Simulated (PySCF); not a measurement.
C7H15BSi, SMILES CB(C)C#C[Si](C)(C)C.

Geometry: B3LYP-D3(BJ)/def2-SVP. The structure was generated by enumeration, and PubChem lists no compound with its InChIKey, so it may never have been made.

The numbers are results of B3LYP-D3(BJ)/def2-SVP run with PySCF, not measurements.

Frequencies are harmonic and unscaled.

A small imaginary wavenumber (i) marks a very flat motion, where grid noise or a shallow saddle decides the sign.

Computed harmonic wavenumbers and intensities:
| mode | ν (cm⁻¹) | IR (km/mol) | moving atoms (share of kinetic energy) |
|---|---|---|---|
| 1 | 4i | 0.0 | C 68 %, H 32 % |
| 2 | 51 | 0.6 | C 73 %, H 26 % |
| 3 | 58 | 0.5 | C 64 %, H 35 % |
| 4 | 76 | 0.3 | H 86 %, C 13 % |
| 5 | 118 | 0.4 | H 95 % |
| 6 | 140 | 0.1 | C 62 %, H 28 % |
| 7 | 153 | 0.0 | H 99 % |
| 8 | 170 | 0.0 | H 95 % |
| 9 | 171 | 0.1 | H 95 % |
| 10 | 174 | 0.9 | C 67 %, H 27 % |
| 11 | 191 | 1.2 | C 59 %, H 36 % |
| 12 | 204 | 0.4 | C 51 %, H 37 %, Si 11 % |
| 13 | 215 | 3.0 | C 48 %, H 33 %, Si 16 % |
| 14 | 283 | 6.0 | C 42 %, H 38 %, Si 19 % |
| 15 | 331 | 14.5 | C 74 %, H 16 % |
| 16 | 369 | 5.6 | C 44 %, H 30 %, B 23 % |
| 17 | 452 | 8.6 | C 39 %, H 26 %, Si 20 %, B 15 % |
| 18 | 468 | 3.4 | C 66 %, H 24 %, B 9 % |
| 19 | 533 | 0.0 | C 84 %, H 12 % |
| 20 | 618 | 10.2 | C 65 %, H 27 %, Si 9 % |
| 21 | 657 | 0.0 | H 71 %, C 23 % |
| 22 | 683 | 0.0 | H 85 %, C 15 % |
| 23 | 695 | 6.4 | H 42 %, C 41 %, Si 17 % |
| 24 | 696 | 6.2 | H 42 %, C 41 %, Si 17 % |
| 25 | 753 | 10.5 | C 65 %, H 29 % |
| 26 | 770 | 27.8 | H 63 %, C 25 %, Si 12 % |
| 27 | 770 | 27.9 | H 63 %, C 25 %, Si 12 % |
| 28 | 843 | 1.3 | H 72 %, C 25 % |
| 29 | 860 | 88.1 | H 60 %, C 23 %, Si 18 % |
| 30 | 860 | 85.2 | H 60 %, C 23 %, Si 18 % |
| 31 | 865 | 99.7 | H 63 %, C 28 % |
| 32 | 891 | 212.2 | H 47 %, C 37 %, Si 14 % |
| 33 | 907 | 34.8 | H 39 %, B 38 %, C 23 % |
| 34 | 1141 | 52.1 | B 58 %, H 34 %, C 8 % |
| 35 | 1191 | 331.0 | B 58 %, H 24 %, C 18 % |
| 36 | 1267 | 27.9 | H 78 %, C 22 % |
| 37 | 1268 | 28.6 | H 78 %, C 22 % |
| 38 | 1275 | 6.8 | H 80 %, C 20 % |
| 39 | 1307 | 67.5 | H 71 %, C 24 % |
| 40 | 1318 | 98.7 | H 60 %, C 29 %, B 10 % |
| 41 | 1416 | 0.6 | H 96 % |
| 42 | 1419 | 5.2 | H 95 % |
| 43 | 1424 | 0.0 | H 95 % |
| 44 | 1430 | 0.0 | H 95 % |
| 45 | 1431 | 0.0 | H 95 % |
| 46 | 1437 | 3.8 | H 96 % |
| 47 | 1437 | 3.9 | H 96 % |
| 48 | 1445 | 1.6 | H 93 % |
| 49 | 1447 | 3.9 | H 96 % |
| 50 | 1448 | 6.3 | H 93 % |
| 51 | 2214 | 17.3 | C 99 % |
| 52 | 2997 | 1.8 | H 96 % |
| 53 | 2999 | 0.2 | H 96 % |
| 54 | 3027 | 4.6 | H 97 % |
| 55 | 3027 | 4.6 | H 97 % |
| 56 | 3028 | 7.5 | H 97 % |
| 57 | 3076 | 16.1 | H 92 % |
| 58 | 3077 | 17.6 | H 92 % |
| 59 | 3116 | 1.3 | H 91 %, C 9 % |
| 60 | 3116 | 1.2 | H 91 %, C 9 % |
| 61 | 3118 | 22.1 | H 91 %, C 9 % |
| 62 | 3124 | 5.3 | H 91 %, C 9 % |
| 63 | 3125 | 4.3 | H 91 %, C 9 % |
| 64 | 3126 | 9.0 | H 91 %, C 9 % |
| 65 | 3127 | 11.1 | H 90 %, C 10 % |
| 66 | 3128 | 22.0 | H 91 %, C 9 % |
